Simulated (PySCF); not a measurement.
A geometry optimisation on `BrB1OCCO1`.

Method: PBE0-D3(BJ)/def2-SVP geometry optimisation, gas phase (PySCF 2.14.0). Start geometry: GFN2-xTB. The command runs a driver script over a list of jobs; the input below is this job's line of settings and its coordinates in Å.

Command:
```bash
OMP_NUM_THREADS=1 python probes_run.py task.json out
```

Input:
```
{"job": {"xc": "PBE0", "basis": "def2-SVP", "d3": "d3bj", "grid": 1, "shake": 0.01, "kind": "geom"}, "charge": 0, "multiplicity": 1}
Br     2.890160    -1.597520    -0.065010
B      1.238770    -0.685570    -0.033500
O      0.067680    -1.229230    -0.493040
C     -0.919250    -0.279720    -0.311270
C     -0.265170     0.943150     0.321080
O      1.095550     0.583470     0.449070
H     -1.704400    -0.723750     0.341280
H     -1.373920    -0.054200    -1.289530
H     -0.650520     1.183750     1.347370
H     -0.328460     1.838690    -0.287500
```

Output:
```
step   0  E = -2827.12062510  max force = 0.035367
step   1  E = -2827.12036035  max force = 0.025544
step   2  E = -2827.12311315  max force = 0.008034
step   3  E = -2827.12328091  max force = 0.001839
step   4  E = -2827.12329183  max force = 0.000384
optimisation converged
```

Energies in Eh; «max force» is the largest Cartesian gradient component in Eh/bohr.

Question: Give the first gradient maximum in eV/Å.

Answer: With 1 Eh/bohr = 51.422 eV/Å, 1.819 eV/Å.

Question: At which steps does the energy rise by more than 1e-5 Eh?

Answer: At step 1 (+0.26 mEh).

In short: final energy -2827.12329 Eh after 4 steps; dipole 3.54 D.

Question: Where do the atoms end?

Answer: 0.090 Å rms from the input after alignment:
```
atom  x, y, z in Å
Br1    3.0349   -1.2980    0.3972
B2     1.2978   -0.5506    0.1710
O3     0.8648   -0.0471   -1.0120
C4    -0.4877    0.3539   -0.8319
C5    -0.7417    0.2153    0.6833
O6     0.3941   -0.4791    1.1807
H7    -1.1389   -0.3045   -1.4291
H8    -0.6159    1.3848   -1.1940
H9    -1.6532   -0.3564    0.9134
H10   -0.8146    1.1921    1.1885
```

Hardware: Arm Neoverse V2, one thread, shared host with 48 logical CPUs at a one-minute load of 22. Cost: 32 s of wall time, 0.51 GiB resident at most.
Labels such as C1 count atoms from 1, the log's own numbers from 0.
